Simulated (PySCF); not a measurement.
Be(H)(Me) (CH₄Be), SMILES [BeH][CH3]. Atoms are numbered in the order given.

```xyz
6

Be     0.0000     0.0000    -1.0691
H      0.0000     0.0000    -2.4074
C      0.0000     0.0000     0.6056
H     -0.8798     0.5079     1.0167
H      0.8798     0.5079     1.0167
H      0.0000    -1.0159     1.0167
```
Charge 0, spin multiplicity 1.

Coordinates come from a PBE0-D3(BJ)/def2-TZVPD optimisation.

Level of theory: PySCF with TDDFT-LC-ωPBE/def2-TZVPD.

Vertical excitations; the highest root listed may be one member of a degenerate set. Gas-phase values at a fixed geometry. State labels are in the subgroup Cs.

```
state  symmetry  energy (eV)  λ (nm)      f                                                                    main pairs
-----  --------  -----------  ------  -----  ----------------------------------------------------------------------------
S1           A'         6.79     183  0.003                                     HOMO→LUMO+1, HOMO→LUMO+5 (degenerate set)
S2           A"         6.79     183  0.003                                       HOMO→LUMO, HOMO→LUMO+4 (degenerate set)
S3           A'         8.13     152  0.132                                                              HOMO→LUMO+2 82 %
S4           A'         8.46     147  0.247                                 HOMO−1→LUMO+1, HOMO−1→LUMO+5 (degenerate set)
S5           A"         8.46     147  0.247                                   HOMO−1→LUMO, HOMO−1→LUMO+4 (degenerate set)
S6           A'         9.28     134  0.141                                          HOMO→LUMO+3 74 %, HOMO−1→LUMO+3 15 %
S7           A'         9.56     130  0.036                                     HOMO→LUMO+5, HOMO→LUMO+1 (degenerate set)
S8           A"         9.56     130  0.036                                       HOMO→LUMO+4, HOMO→LUMO (degenerate set)
S9           A'         9.69     128  0.057                                                            HOMO−1→LUMO+2 77 %
S10          A"        10.04     123  0.000  HOMO−3→LUMO 31 %, HOMO−2→LUMO+1 31 %, HOMO−3→LUMO+4 17 %, HOMO−2→LUMO+5 17 %
T1           A"         6.15     202      0                                       HOMO→LUMO, HOMO→LUMO+4 (degenerate set)
T2           A'         6.15     202      0                                     HOMO→LUMO+1, HOMO→LUMO+5 (degenerate set)
T3           A"         6.95     178      0                                   HOMO−1→LUMO, HOMO−1→LUMO+4 (degenerate set)
T4           A'         6.95     178      0                                 HOMO−1→LUMO+1, HOMO−1→LUMO+5 (degenerate set)
```
Triplets are in the Tamm–Dancoff approximation, which puts them higher than full response would, so one can lie above its singlet here.
